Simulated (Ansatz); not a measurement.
One change: `C[O][GeH]([F])[F]` becomes `[OH][GeH]([F])[F]`.

Ansatz, PBE0-D4/def2-TZVP geometries, multiplicity 1. Each molecule was computed in one conformer, which needn't be the lowest.

Scalar relativity is left out up to krypton.

```json
{"property": "HOMO–LUMO gap (PBE0/def2-TZVPP) / eV", "`C[O][GeH]([F])[F]`": "8.93"}
{"property": "HOMO energy (PBE0/def2-TZVPP) / eV", "`C[O][GeH]([F])[F]`": "-8.84"}
{"property": "HOMO–LUMO gap (PBE/def2-TZVPP) / eV", "`C[O][GeH]([F])[F]`": "6.17"}
{"property": "HOMO energy (B3LYP/def2-TZVPP) / eV", "`C[O][GeH]([F])[F]`": "-8.59"}
{"property": "zero-point energy (PBE0-D4/def2-TZVP) / kJ/mol", "`C[O][GeH]([F])[F]`": "144.7"}
{"property": "LUMO energy (ωB97M-V/def2-TZVPP) / eV", "`C[O][GeH]([F])[F]`": "2.08"}
```

Question: What does the change do to each property? (An estimate is asked.)

Answer: Computed: 
```csv
property,`[OH][GeH]([F])[F]`,shift
HOMO–LUMO gap (PBE0/def2-TZVPP) / eV,9.91,0.98
HOMO energy (PBE0/def2-TZVPP) / eV,-10.06,-1.22
HOMO–LUMO gap (PBE/def2-TZVPP) / eV,7.02,0.85
HOMO energy (B3LYP/def2-TZVPP) / eV,-9.77,-1.18
zero-point energy (PBE0-D4/def2-TZVP) / kJ/mol,69.8,-74.9
LUMO energy (ωB97M-V/def2-TZVPP) / eV,1.68,-0.40
```

With PBE0 the HOMO falls by 1.22 eV and the LUMO falls by 0.24 eV, so the gap widens by about 0.98 eV. PBE moves the HOMO by -1.03 eV and ωB97M-V by -1.29 eV. The zero-point energy changes by -74.9 kJ/mol with -9 modes.

B3LYP here is the variant with VWN-RPA as its local correlation; programs differ in this.
